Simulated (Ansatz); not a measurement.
Correlation energies of C$_{3}$H$_{3}$FZn (`[F][Zn][C]1=CC1`) by basis set

```xyz
8

F    -3.658    0.508    1.021
Zn   -2.014    0.293    0.472
C    -0.252    0.059   -0.095
C     0.643    0.036   -1.034
C     1.188   -0.259    0.308
H     0.873    0.149   -2.081
H     1.770    0.495    0.836
H     1.451   -1.282    0.574
```

The species carries charge 0 and has multiplicity 1. For Zn the d shell is correlated and the shells below it are frozen. Scalar relativity is left out up to krypton. The geometry is a stationary point of PBE0-D4/def2-TZVP. It is one conformer, not always the lowest. Frozen core, restricted reference, Ansatz 0.2.0.

```
     basis      HF (Eh)  MP2 corr.  CCSD corr.       (T)  CCSD(T) total
  def2-SVP  -1992.11224   -0.88448    -0.88591  -0.02761    -1993.02576
def2-TZVPP  -1992.61418   -1.23453    -1.20000  -0.04668    -1993.86086
def2-QZVPP  -1992.66628   -1.32494           –         –              –
```
